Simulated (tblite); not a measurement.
Compound: C5H13F3Si2.
Atom-mapped SMILES: `[CH3:1][CH:2]([CH3:3])[SiH2:4][SiH2:5][CH2:6][C:7]([F:8])([F:9])[F:10]` (hydrogens: H11, H12, H13 on C1; H14 on C2; H15, H16, H17 on C3; H18, H19 on Si4; H20, H21 on Si5; H22, H23 on C6)

Computed with GFN2-xTB (tblite), gas phase: L-BFGS steps from a force-field or distance-geometry start until the largest atomic force falls under 0.01 eV/Å.

Step 16: E = -952.3062 eV
```
atom  x, y, z in Å  |  force x, y, z in eV/Å
C1     -2.3710   -0.2806    0.4955   -0.013  -0.004   0.009
C2     -1.3630    0.6682   -0.1499   -0.027   0.022   0.028
C3     -2.0891    1.8335   -0.8142   -0.028   0.025  -0.005
Si4    -0.2155   -0.2355   -1.3923    0.038  -0.029   0.000
Si5     1.1447   -1.7348   -0.2520   -0.006  -0.037  -0.037
C6      1.9970   -0.9078    1.2625    0.034   0.032   0.025
C7      2.8410    0.2587    0.8687   -0.001  -0.005   0.006
F8      3.5164    0.7989    1.9049   -0.015   0.000  -0.033
F9      3.7707   -0.0456   -0.0544   -0.016  -0.036   0.002
F10     2.1205    1.2691    0.3396   -0.014  -0.009   0.014
H11    -2.9980    0.2560    1.2079    0.014  -0.004  -0.004
H12    -3.0239   -0.7179   -0.2580    0.024   0.001  -0.001
H13    -1.8730   -1.0899    1.0280    0.016   0.003  -0.028
H14    -0.7418    1.0875    0.6495    0.012   0.017   0.008
H15    -1.3788    2.5376   -1.2413   -0.009  -0.011  -0.009
H16    -2.7422    1.4779   -1.6085    0.014  -0.005  -0.014
H17    -2.7017    2.3699   -0.0901   -0.007  -0.005   0.010
H18     0.5374    0.7790   -2.1372    0.035   0.025  -0.003
H19    -1.0448   -0.9334   -2.3879   -0.024  -0.029   0.025
H20     0.4653   -2.8625    0.4069   -0.019   0.003  -0.021
H21     2.2375   -2.3421   -1.0208   -0.013   0.049   0.010
H22     1.2617   -0.5441    1.9794    0.020  -0.015   0.013
H23     2.6457   -1.6152    1.7778   -0.014   0.013   0.008
```

Step 17: E = -952.3067 eV
```
atom  x, y, z in Å  |  force x, y, z in eV/Å
C1     -2.3704   -0.2812    0.4955    0.000   0.008   0.001
C2     -1.3637    0.6698   -0.1491    0.001   0.009   0.006
C3     -2.0897    1.8347   -0.8152   -0.018   0.007   0.006
Si4    -0.2155   -0.2337   -1.3910    0.049  -0.039  -0.005
Si5     1.1448   -1.7355   -0.2517   -0.006  -0.019  -0.015
C6      1.9975   -0.9075    1.2643   -0.002  -0.004  -0.004
C7      2.8407    0.2582    0.8686   -0.008  -0.009   0.001
F8      3.5165    0.7995    1.9030   -0.001   0.010  -0.022
F9      3.7689   -0.0482   -0.0553   -0.014  -0.029   0.003
F10     2.1191    1.2679    0.3389   -0.010  -0.010   0.012
H11    -2.9971    0.2546    1.2081    0.001  -0.002   0.006
H12    -3.0224   -0.7182   -0.2587    0.017   0.002  -0.003
H13    -1.8722   -1.0912    1.0267    0.019   0.010  -0.027
H14    -0.7400    1.0884    0.6488   -0.007   0.023   0.015
H15    -1.3805    2.5396   -1.2430   -0.004  -0.017  -0.002
H16    -2.7416    1.4777   -1.6098    0.008  -0.004  -0.009
H17    -2.7017    2.3697   -0.0904   -0.023   0.008   0.010
H18     0.5367    0.7804   -2.1380    0.032   0.018   0.002
H19    -1.0460   -0.9326   -2.3846   -0.025  -0.031   0.020
H20     0.4651   -2.8641    0.4072   -0.010   0.014  -0.029
H21     2.2398   -2.3398   -1.0200   -0.017   0.046   0.010
H22     1.2618   -0.5454    1.9814    0.020  -0.007   0.013
H23     2.6451   -1.6162    1.7784   -0.003   0.015   0.012
```

Step 18: E = -952.3072 eV
```
atom  x, y, z in Å  |  force x, y, z in eV/Å
C1     -2.3700   -0.2815    0.4955    0.014   0.017  -0.007
C2     -1.3642    0.6713   -0.1484    0.028  -0.003  -0.015
C3     -2.0904    1.8357   -0.8159   -0.005  -0.011   0.014
Si4    -0.2147   -0.2330   -1.3899    0.039  -0.026  -0.010
Si5     1.1448   -1.7364   -0.2518   -0.005   0.005   0.013
C6      1.9978   -0.9073    1.2657   -0.032  -0.034  -0.024
C7      2.8402    0.2576    0.8685   -0.013  -0.011  -0.006
F8      3.5167    0.8002    1.9011    0.012   0.016  -0.009
F9      3.7672   -0.0508   -0.0560   -0.012  -0.021   0.001
F10     2.1179    1.2668    0.3386   -0.008  -0.009   0.006
H11    -2.9964    0.2535    1.2084   -0.008  -0.002   0.014
H12    -3.0208   -0.7184   -0.2594    0.009   0.004  -0.007
H13    -1.8712   -1.0921    1.0252    0.022   0.013  -0.022
H14    -0.7387    1.0895    0.6484   -0.023   0.026   0.017
H15    -1.3820    2.5409   -1.2444    0.000  -0.018   0.004
H16    -2.7409    1.4775   -1.6111    0.001  -0.003  -0.003
H17    -2.7021    2.3697   -0.0905   -0.032   0.015   0.005
H18     0.5367    0.7818   -2.1384    0.025   0.006   0.010
H19    -1.0475   -0.9325   -2.3814   -0.020  -0.029   0.018
H20     0.4647   -2.8651    0.4068   -0.006   0.015  -0.031
H21     2.2412   -2.3369   -1.0194   -0.010   0.036   0.003
H22     1.2622   -0.5467    1.9833    0.016   0.001   0.014
H23     2.6447   -1.6168    1.7791    0.008   0.012   0.015
```

Q: Estimate the geometry and energy of step 19. (The exact step hangs on the optimiser's Hessian estimate; all steps are aligned on step 18, rigid shifts and turns removed.)

A: E = -952.3077 eV, largest force 0.076 eV/Å
```
atom  x, y, z in Å  |  force x, y, z in eV/Å
C1     -2.3692   -0.2814    0.4954    0.027   0.022  -0.014
C2     -1.3642    0.6729   -0.1479    0.047  -0.011  -0.031
C3     -2.0915    1.8367   -0.8164    0.008  -0.027   0.018
Si4    -0.2129   -0.2326   -1.3890    0.014  -0.003  -0.014
Si5     1.1446   -1.7374   -0.2517   -0.003   0.031   0.039
C6      1.9977   -0.9077    1.2670   -0.048  -0.050  -0.030
C7      2.8393    0.2567    0.8684   -0.015  -0.012  -0.011
F8      3.5170    0.8013    1.8986    0.019   0.014   0.001
F9      3.7650   -0.0542   -0.0568   -0.009  -0.012  -0.003
F10     2.1164    1.2653    0.3384   -0.007  -0.009  -0.002
H11    -2.9957    0.2521    1.2090   -0.012  -0.003   0.016
H12    -3.0188   -0.7186   -0.2602    0.001   0.008  -0.009
H13    -1.8696   -1.0928    1.0230    0.025   0.016  -0.014
H14    -0.7376    1.0913    0.6483   -0.036   0.026   0.015
H15    -1.3837    2.5420   -1.2460    0.002  -0.016   0.013
H16    -2.7402    1.4773   -1.6126   -0.006  -0.003   0.007
H17    -2.7033    2.3700   -0.0905   -0.035   0.015  -0.005
H18     0.5373    0.7835   -2.1387    0.016  -0.010   0.017
H19    -1.0496   -0.9331   -2.3774   -0.011  -0.024   0.017
H20     0.4640   -2.8659    0.4057   -0.005   0.010  -0.030
H21     2.2427   -2.3329   -1.0186    0.002   0.021  -0.007
H22     1.2630   -0.5481    1.9857    0.007   0.008   0.013
H23     2.6443   -1.6172    1.7802    0.018   0.006   0.014
```

The energy changes by -0.0005 eV. The first-order estimate −F·Δx gives -0.0007 eV and the mean of the old and new forces, exact on a quadratic surface, -0.0005 eV. The step makes an angle of 63° with the force vector and moves no atom by more than 0.005 Å.

What follows is the cost of the whole relaxation. Time: 1.8 s. Hardware: one thread, Arm Neoverse N1 (aarch64), shared host with 64 logical CPUs at a one-minute load of 62.
